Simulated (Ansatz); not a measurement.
H3SeSi, SMILES `[SiH2][SeH]` radical. Charge 0, multiplicity 2. The structure was optimised at the PBE0-D4/def2-TZVP level.

```xyz
5

Si    0.128   -0.658    0.451
Se    0.176    1.553   -0.072
H    -0.587   -1.441   -0.598
H     1.558   -1.068    0.514
H    -1.274    1.614   -0.296
```

(1) What is the dipole moment at B3LYP/def2-TZVPP? (Best estimate.)

(2) And with PBE, r2SCAN, ωB97M-V? (Best estimate.)

(3) Give the Mulliken charges with B3LYP, r2SCAN, ωB97M-V in def2-TZVPP. (Estimate.)

Results:

(1) The calculation gave: 0.64 D, with components (-0.57, -0.28, -0.03) D in this frame, pointing from negative to positive charge.

(2) The calculation gave: PBE 0.58 D, r2SCAN 0.68 D, ωB97M-V 0.75 D.

(3) The calculation gave: 
```
atom  B3LYP  r2SCAN  ωB97M-V
 Si1   0.16    0.18     0.08
 Se2  -0.13   -0.15    -0.15
  H3  -0.04   -0.05     0.00
  H4  -0.04   -0.05     0.00
  H5   0.06    0.07     0.08
```

B3LYP here is the variant with VWN-RPA as its local correlation; programs differ in this.

Computed with Ansatz.
